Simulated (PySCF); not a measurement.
# Assigning NMR signals

Atom-mapped SMILES (the numbers label the heavy atoms): `[H]/[N:1]=[CH:2]\[C:3]#[C:4][C@@H:5]1[SiH2:6][C@@H:7]1[SiH2:8][Cl:9]`. Each H is labelled by its parent atom. Ha(Si6) is cis to C4 on the ring; Ha(Si8) is pro-R; Hb(Si8) is pro-S; Hb(Si6) is trans to C4 on the ring.

Computational details: GFN2-xTB structure, shielding tensors at PBE0/pcSseg-1 (GIAO), in PySCF (one computed conformer, no relativistic terms, no solvent model).

Referencing at the same level of theory: TMS for ¹³C, ¹H.

Task: Assign these signals to the numbered atoms. ¹³C{¹H} NMR (computed): δ 156.4 (CH), 104.3 (C), 82.8 (C), 5.9 (CH), 3.1 (CH).

Result: 
| δ (ppm) | atoms | environment | reason |
| --- | --- | --- | --- |
| 156.4 | C2 | C=N carbon | – |
| 104.3 | C4 | alkyne carbon | the triple bond shields along its axis, which puts it between sp3 and sp2 carbons |
| 82.8 | C3 | alkyne carbon | – |
| 5.9 | C7 | three-membered-ring carbon | carbons of three-membered rings are unusually shielded |
| 3.1 | C5 | three-membered-ring carbon | – |

Task: Assign these signals to the numbered atoms. ¹H NMR (400 MHz, computed): δ 11.41 (br s, 1H), 7.76 (s, 1H), 5.66 (m, 1H), 5.21 (m, 1H), 3.21 (m, 1H), 2.96 (m, 1H), 2.12 (m, 1H), 0.68 (m, 1H).

Result: 
| δ (ppm) | atoms | environment | reason |
| --- | --- | --- | --- |
| 11.41 | H(N1) | hydrogen on an imine nitrogen | exchangeable; this is the value without hydrogen bonding to other molecules |
| 7.76 | H(C2) | hydrogen on a C=N carbon | – |
| 5.66 | Hb(Si8) | hydrogen on a silicon bonded to C, Cl | – |
| 5.21 | Ha(Si8) | hydrogen on a silicon bonded to C, Cl | – |
| 3.21 | Hb(Si6) | hydrogen on a silicon bonded to 2 C, in a 3-membered ring | – |
| 2.96 | Ha(Si6) | hydrogen on a silicon bonded to 2 C, in a 3-membered ring | – |
| 2.12 | H(C5) | hydrogen on a three-membered-ring carbon | – |
| 0.68 | H(C7) | hydrogen on a three-membered-ring carbon | cyclopropane-type protons are shielded by the ring |

Exchangeable OH/NH protons stand at their gas-phase positions; hydrogen bonding in a real sample shifts them, mostly to higher δ. Shifts are as computed. Against solution values, carbons near 30 ppm lie about +3 ppm off and those near 130 ppm about +5 ppm. Of 1309 compounds with measured shifts, 239 miss one by over three times the rms of a fit or turn the order of signals round; such compounds aren't used in these exercises. Multiplicities follow the n + 1 count of equivalent neighbours, as no J values were calculated; m marks all less simple cases, F and P coupling included.
